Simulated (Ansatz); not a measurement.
Mulliken charges of CH4Cl2OSeSi, SMILES `CO[Si](Cl)(Cl)[SeH]` from r2SCAN/def2-TZVPP in Ansatz (PBE0-D4/def2-TZVP geometry).

```
atom   x (Å)   y (Å)   z (Å)  charge (e)
  C1   0.652  -1.585  -0.054      -0.003
  O2   1.038  -0.224  -0.126      -0.351
 Si3   0.077   1.043   0.160       0.655
 Cl4   1.281   2.676   0.155      -0.194
 Cl5  -0.803   0.907   2.002      -0.225
 Se6  -1.518   1.117  -1.441      -0.174
  H7  -0.227  -1.781  -0.674       0.069
  H8   1.487  -2.183  -0.417       0.075
  H9   0.430  -1.868   0.979       0.072
 H10  -2.417   1.899  -0.583       0.077
```

Q: By hand: the dipole of these point charges (1 e Å = 4.8032 D).

A: Σ q r = (-0.179, -0.426, -0.133) e Å, of length 0.481 e Å = 2.31 D.

Q: How does the dipole of the full density compare? (Estimate.)

A: Ansatz gave: (-0.157, -0.325, -0.036) e Å, 1.74 D; the point charges give 1.33 times that, at 11° from its direction.

Point charges leave out the atoms' own dipoles, such as those of lone pairs, and Mulliken's split depends on the basis, so the two needn't agree.
